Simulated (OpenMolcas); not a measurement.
Nb3+ (d2) among equal point charges was computed by CASSCF with the d shell active (OpenMolcas, ANO-RCC-VDZP on the metal). Its lowest spin-free states, and all those of the highest spin:

| 2S+1 | Degeneracy | E (cm-1) |
| --- | --- | --- |
| 3 | 1 | 0.0 |
| 3 | 3 | 4324 |
| 3 | 3 | 7467 |
| 1 | 2 | 11144 |
| 1 | 3 | 15241 |
| 3 | 3 | 16866 |
| 1 | 1 | 17483 |
| 1 | 3 | 19256 |
| 1 | 2 | 22268 |
| 1 | 3 | 22690 |
| 1 | 1 | 43379 |

Question: Is the site octahedral, tetrahedral or cube-like, axial, or of lower symmetry?

Answer: The states with 2S+1 = 3 have orbital degeneracies 1, 3, 3, 3. Threefold states need a cubic site. For d2 at this spin an octahedron puts the threefold T1 below the threefold T2 and a tetrahedron or cube puts the single A2 below the threefold T2, so the site is a tetrahedron or a cube, which this pattern cannot tell apart. The first gap at this spin, 4320 cm-1, is |10Dq| in ligand-field theory. The run had Nb3+ among 8 point charges of -0.6 e arranged as a cube (Oh), 2.07 Å from the ion.

Without dynamic correlation the repulsion within the d shell is too large (B by tens of per cent), so at a given field states of lower spin stand too high. This is an electrostatic model: the charges have no orbitals. No measured value stands beside these numbers.
